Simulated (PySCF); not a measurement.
Radial density of I¹⁰⁺ (iodine, charge +10)

UHF, [Kr] 4d7, high-spin 4F determinant. Computed with PySCF 2.14 in an even-tempered Gaussian basis (21 s from 0.28 bohr⁻², ratio 2.5; 15 p from 0.36 bohr⁻², ratio 2.5; 11 d from 0.36 bohr⁻², ratio 2.5; 4 f from 2.8 bohr⁻², ratio 2.7; 4 g from 4.2 bohr⁻², ratio 2.7), with scalar relativity by spin-free X2C-1e.

| r (bohr) | 4πr²ρ (e/bohr) | 4πr²(ρα − ρβ) |
| --- | --- | --- |
| 0.0274 | 63.70 | 0.0006 |
| 0.0460 | 63.29 | 0.0259 |
| 0.0774 | 88.19 | 0.2370 |
| 0.130 | 68.52 | 1.0127 |
| 0.219 | 72.61 | 1.2314 |
| 0.368 | 42.90 | -0.0197 |
| 0.620 | 25.08 | 3.7748 |
| 1.04 | 12.14 | 2.7477 |
| 1.75 | 0.3818 | 0.1191 |
| 2.95 | 6.065e-05 | 0.0000 |

Densities and radii are taken from the X2C orbitals without a picture-change correction, which distorts them close to the nucleus.

Task: Where is the radial spin density 4πr²(ρα − ρβ) most negative, and why is it negative at all?

Result: Around r = 0.368 bohr, down to -0.0197 e/bohr: exchange with the open shell polarises the paired shells in an unrestricted calculation.
